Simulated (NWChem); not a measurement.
Species: GeH$_{2}$F$_{2}$; SMILES [F][GeH2][F]

```xyz
5

Ge     0.0000     0.0000    -0.3343
F     -1.3721     0.0000     0.7174
F      1.3721     0.0000     0.7174
H      0.0000     1.3186    -1.1082
H      0.0000    -1.3186    -1.1082
```
Atoms are numbered in this order, from 1.

Program: NWChem. Coordinates come from a PBE0/def2-SVP optimisation. B3LYP is NWChem's, with the RPA form of VWN correlation. Ions are spin-unrestricted doublets at the neutral geometry; other ion states weren't tried.

```tsv
level	vertical ionisation energy, ΔSCF (eV)	−ε(HOMO) (eV)	ΔSCF minus −ε(HOMO) (eV)
B3LYP/def2-SVP	12.49	9.65	2.84
PBE/def2-SVP	11.90	8.23	3.67
M06-2X/def2-SVP	12.97	11.39	1.58
LRC-wPBEh/def2-SVP	12.65	11.77	0.88
BHandHLYP/def2-SVP	13.02	11.45	1.57
```
